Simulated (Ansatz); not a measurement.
Gas-phase electronic energies from Ansatz, PBE0-D4/def2-TZVP geometries. CBS: MP2 limit from def2 TZ/QZ plus the TZ coupled-cluster correction, frozen cores. This one scheme is used for every species. DFT in def2-TZVPP.

Reaction (dimerisation): 2 `[Cl][AlH][Cl]` → `[Cl][Al@H-]1[Cl+][Al@@H-]([Cl])[Cl+]1`

```csv
level,ΔE (eV)
r2SCAN0-D4,-1.41
CAM-B3LYP-D4,-1.27
PBE,-1.19
r2SCANh,-1.34
```

**Question.** What does CCSD(T)/CBS give? (An estimate is asked.)

**Answer.** Ansatz gave: -1.34 eV. The listed levels differ from it by -0.07, 0.07, 0.15, 0.00 eV.

Largest T1 diagnostic among the species: 0.008.

At CCSD(T), def2-SVP lies −0.04 eV from the extrapolated value and def2-TZVPP +0.04 eV. From BLYP to BHLYP (50 % exact exchange), in def2-TZVPP and without D4, ΔE moves by −0.22 eV.
